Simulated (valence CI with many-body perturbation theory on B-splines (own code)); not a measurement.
Assign the levels of Rb5+

Calculated by configuration interaction combined with many-body perturbation theory (CI+MBPT): four valence electrons over a frozen Dirac-Fock core [Ar] 3d10, radial functions for each j: 11 s, 11 p, 9 d, 7 f, 5 g, 2 h, 1 i, with the one-electron correlation potential Σ1, the two-electron term Σ2, the three-electron term Σ3, Breit, model QED; selected CI, second order for the rest, scaled by the run's own slope (own B-spline code, finite nucleus).

Set against measurement, 13 paired levels are off by 109 cm⁻¹ on average, the worst by 203. These come from a selection out of Sansonetti, J. Phys. Chem. Ref. Data 35, 301 (2006). Levels without a partner in it may be off by more. Among the levels kept, up to 370 cm⁻¹ of a level comes from second order outside the variational space, and about a tenth of that is noise between levels of different J, which matters for small intervals.

| No. | J | Parity | E (eV) | g |
| --- | --- | --- | --- | --- |
| 2 | 1 | even | 0.636 | 1.501 |
| 3 | 2 | even | 1.226 | 1.439 |
| 4 | 2 | even | 2.946 | 1.061 |
| 6 | 2 | odd | 14.005 | 1.995 |
| 7 | 1 | odd | 18.395 | 0.543 |
| 8 | 2 | odd | 18.412 | 1.190 |
| 9 | 3 | odd | 18.630 | 1.334 |
| 11 | 1 | odd | 20.996 | 1.464 |
| 12 | 2 | odd | 21.076 | 1.458 |
| 14 | 1 | odd | 25.917 | 1.763 |
| 16 | 2 | odd | 27.548 | 0.673 |
| 17 | 3 | odd | 27.992 | 1.085 |
| 18 | 4 | odd | 28.673 | 1.250 |

Energies count from the lowest level. Strongly mixed levels and levels close to another of their J and parity, and those with J = 0 are left out, so the numbers can have gaps.

**Question.** Give configuration and LS term of each level.

**Answer.** 2: 4s²4p² ³P; 3: 4s²4p² ³P; 4: 4s²4p² ¹D; 6: 4s4p³ ⁵S°; 7: 4s4p³ ³D°; 8: 4s4p³ ³D°; 9: 4s4p³ ³D°; 11: 4s4p³ ³P°; 12: 4s4p³ ³P°; 14: 4s4p³ ³S°; 16: 4s²4p4d ³F°; 17: 4s²4p4d ³F°; 18: 4s²4p4d ³F°.
